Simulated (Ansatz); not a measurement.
Reaction (homolysis of the C–Si bond): `FC[SiH](F)[SiH3]` → `[CH2]F`• + `F[SiH][SiH3]`•

Calculated with Ansatz (gas phase, PBE0-D4/def2-TZVP geometries, no zero-point term in ΔE). CCSD(T)/CBS is the MP2 limit (def2-TZVPP, def2-QZVPP) plus CCSD(T) − MP2 in def2-TZVPP, frozen cores. This one scheme is used for every species. No spin–orbit coupling; open shells (•) take unrestricted orbitals. Each species was taken in one conformer, which may not be the lowest.

```json
{"species": "`FC[SiH](F)[SiH3]`", "HF/CBS(def2) energy (Eh)": "-818.31406"}
{"species": "`[CH2]F`•", "HF/CBS(def2) energy (Eh)": "-138.47632"}
{"species": "`F[SiH][SiH3]`•", "HF/CBS(def2) energy (Eh)": "-679.74164"}
```

Task: Work out ΔE.

Result: ΔE = (-138.47632) + (-679.74164) − (-818.31406) = 0.09610 Eh = +2.62 eV. CCSD(T)/CBS gives +3.75 eV.

Task: What do rigid-rotor, harmonic-oscillator terms from PBE0-D4/def2-TZVP frequencies (298.15 K, 1 bar) make of the CCSD(T)/CBS value? (Best estimate.)

Result: The calculation gave: ΔZPE = -0.18 eV, ΔH = +3.61 eV, ΔS = 175 J/(mol·K), ΔG = +3.07 eV. Open shells count their whole term as degenerate. Modes under 50 cm⁻¹ make the entropy rough.

Largest T1 diagnostic among the species: 0.015.

At CCSD(T), def2-SVP lies −0.20 eV from the extrapolated value and def2-TZVPP −0.10 eV: correlation converges slowly with the basis, and small sets miss more of it in the bonded molecule than in its fragments. From BLYP to BHLYP (50 % exact exchange), in def2-TZVPP and without D4, ΔE moves by +0.16 eV. In def2-TZVPP, CCSD(T) changes the Hartree–Fock value by +1.01 eV (the triples alone add +0.07 eV) and MP2 by +1.12 eV; breaking electron pairs costs correlation energy, which Hartree–Fock lacks.
